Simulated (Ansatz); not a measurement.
## Two structures, one formula

The two ends of one reaction step of SiNH7O2, closed shell (PBE0-D4/def2-TZVP).

A:

Si1  (-0.221, 0.567, -0.406)
N2  (-0.178, -1.250, 0.711)
H3  (-0.161, 1.877, -1.185)
H4  (-1.661, 0.216, -0.587)
O5  (0.215, 1.168, 1.094)
H6  (0.766, -1.393, 1.053)
O7  (0.877, -0.299, -1.322)
H8  (-0.805, -1.197, 1.504)
H9  (-0.432, -2.036, 0.125)
H10  (0.377, 2.112, 1.051)
H11  (1.224, 0.235, -2.039)
(Å)

B:

```
11
angstrom
Si -1.1616 0.5278 0.0010
N -0.5184 -1.0709 0.2754
H -1.4522 0.5392 -1.4593
H -2.3963 0.8278 0.7668
O -0.0678 1.6378 0.4762
H 1.3927 -0.5927 -0.0963
O 2.1364 0.0386 -0.1395
H -0.4792 -1.4026 1.2298
H -0.8727 -1.8068 -0.3193
H 0.8496 1.4079 0.2484
H 2.5693 -0.1061 -0.9831
```

Program: Ansatz 0.2.0. Basis: def2-TZVPP. Cores are frozen in the correlated methods. B3LYP uses VWN-RPA correlation.

Which structure is lower at CCSD(T), and by how much? (Judge from chemistry; the value comes from the calculation.)

Computed: A, by 6.27 kcal/mol (electronic energy, against the other). By their contacts, A is SiNH₇O₂ ([NH3][SiH2]([OH])[OH]) and B is a complex of SiNH₅O ([NH2][SiH2][OH]) + H₂O.

All methods give the same order:

| method | E(B) − E(A) (kcal/mol) |
| --- | --- |
| SPW92 | 6.65 |
| PBE-D4 | 4.87 |
| BLYP-D4 | 3.34 |
| r2SCAN-D4 | 6.85 |
| B97M-V | 7.86 |
| PBE0-D4 | 5.71 |
| B3LYP-D4 | 4.16 |
| r2SCAN0-D4 | 6.99 |
| BHLYP-D4 | 5.16 |
| CAM-B3LYP-D4 | 4.85 |
| wB97X-V | 6.19 |
| wB97M-V | 6.44 |
| B2PLYP | 4.93 |
| PBE-QIDH | 6.67 |
| RPA on PBE | 6.35 |
| HF | 4.13 |
| MP2 | 6.45 |
| CCSD | 6.19 |
| CCSD(T) | 6.27 |

The T1 diagnostic stays at or below 0.011.

Labels in which every atom is bracketed show which atoms are joined, not bond orders.

For scale, one of the runs: CCSD(T)/def2-TZVPP, 233 basis functions, launched by `ansatz run in.yaml --threads 4 --pin off --events-out ev --progress --plain --max-ram 9574MiB`. The run took 2.5 min on 4 CPU threads of an Arm Neoverse N1 (shared host), with 4.2 GiB of host memory at its peak.
